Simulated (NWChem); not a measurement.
Species: GeNH4F; SMILES [NH2][GeH2][F]

```xyz
7

Ge     0.3311    -0.0265     0.0000
N     -0.7366     1.4492     0.0000
F     -0.6846    -1.4561     0.0000
H      1.1505    -0.1052     1.3084
H      1.1505    -0.1052    -1.3084
H     -0.7885     2.0091    -0.8405
H     -0.7885     2.0091     0.8405
```
Atoms are numbered in this order, from 1.

Coordinates come from a B3LYP/6-31G* (spherical d) optimisation.

Symmetry labels are those of Cs in the frame above (b1 and b2, or b-type labels, depend on it). States above −ε(HOMO) = 7.7 eV lie in this functional's continuum and hang on the basis.

**Question.** List the 4 lowest vertical singlet excitations from B3LYP/def2-SVPD, TDA (NWChem).

**Answer.** 
```
state  energy (eV)  oscillator strength  symmetry  leading excitation (squared amplitude)
-----  -----------  -------------------  --------  --------------------------------------
S1            6.43                0.038        a'                      HOMO → LUMO (0.99)
S2            6.99                0.006        a'                    HOMO → LUMO+1 (0.67)
S3            7.28                0.097        a'                    HOMO → LUMO+2 (0.64)
S4            8.02                0.001        a"                    HOMO → LUMO+4 (0.96)
```
